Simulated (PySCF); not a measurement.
3-methylidenefuran (C₅H₆O), SMILES C=C1C=COC1.

Geometry optimised at B3LYP-D3(BJ)/def2-SVP. The values are those of a single conformer.

Level of theory: TDA-PBE/def2-SVPD (PySCF 2.14.0).

Vertical excitations.  State labels are in the subgroup Cs.

| state | symmetry | energy (eV) | λ (nm) | f | main pairs |
|---|---|---|---|---|---|
| S1 | A' | 4.97 | 249 | 0.406 | HOMO→LUMO 86 % |
| S2 | A" | 5.11 | 243 | 0.001 | HOMO→LUMO+1 100 % |
| S3 | A" | 5.57 | 223 | 0.010 | HOMO→LUMO+3 100 % |
| S4 | A' | 5.79 | 214 | 0.010 | HOMO→LUMO+2 65 %, HOMO−1→LUMO 31 % |
| S5 | A" | 5.88 | 211 | 0.000 | HOMO→LUMO+4 100 % |
| S6 | A" | 6.25 | 199 | 0.001 | HOMO→LUMO+5 100 % |
| S7 | A" | 6.69 | 185 | 0.000 | HOMO−2→LUMO 93 % |
| S8 | A" | 6.73 | 184 | 0.013 | HOMO→LUMO+6 94 % |
| S9 | A" | 6.83 | 182 | 0.000 | HOMO→LUMO+7 99 % |
| S10 | A' | 6.86 | 181 | 0.007 | HOMO→LUMO+8 75 %, HOMO−1→LUMO 16 % |
| T1 | A' | 2.81 | 441 | 0 | HOMO→LUMO 99 % |
| T2 | A' | 4.88 | 254 | 0 | HOMO→LUMO+2 73 %, HOMO−1→LUMO 25 % |
| T3 | A" | 5.05 | 246 | 0 | HOMO→LUMO+1 100 % |
| T4 | A" | 5.44 | 228 | 0 | HOMO→LUMO+3 100 % |
Triplets are in the Tamm–Dancoff approximation.
